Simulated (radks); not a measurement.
Results of a calculation; reference values are marked as such.
All-electron atom: Ti IV in [Ar] 3d1. Code: a radial shooting solver on a logarithmic mesh with Libxc functionals. Model: scalar-relativistic Kohn-Sham, PBE, spin-unpolarised, spherical densities, finite nucleus; Fermi nuclear charge, rms radius 3.5921 fm.

Unscreened Slater integrals over Kohn-Sham orbitals (hartree). Empty in this configuration: 4s.

integral,value
"F0(3d,3d)",0.72564
"F2(3d,3d)",0.34285
"F4(3d,3d)",0.21477
"F0(3d,3p)",0.78219
"F2(3d,3p)",0.37542
"G1(3d,3p)",0.46784
"G3(3d,3p)",0.28404
"F0(3d,3s)",0.80329
"G2(3d,3s)",0.35698
"F0(3d,2p)",1.0006
"F2(3d,2p)",0.17606
"G1(3d,2p)",0.12298
"G3(3d,2p)",0.069586
"F0(3d,4s)",0.42129
"G2(3d,4s)",0.060512
"F0(3p,3p)",0.85439
"F2(3p,3p)",0.43067
"F0(3p,3s)",0.87949
"G1(3p,3s)",0.58580
"F0(3p,2p)",1.1593
"F2(3p,2p)",0.22501
"G0(3p,2p)",0.088639
"G2(3p,2p)",0.091781
"F0(3p,4s)",0.43215
"G1(3p,4s)",0.036058
"F0(3s,3s)",0.90723
"F0(3s,2p)",1.2049
"G1(3s,2p)",0.098108
"F0(3s,4s)",0.43539
"G0(3s,4s)",0.025668
"F0(2p,2p)",3.1549
"F2(2p,2p)",1.4790
"F0(2p,4s)",0.47659
"G1(2p,4s)",0.014218
"F0(4s,4s)",0.34350

Derived for the open shells (J is the average intra-shell exchange parameter used in DFT+U). 3d: Racah B = F2/49 - 5 F4/441 = 0.004562 hartree, C = 35 F4/441 = 0.01705 hartree, C/B = 3.74, F4/F2 = 0.626, J = (F2 + F4)/14 = 0.03983 hartree.
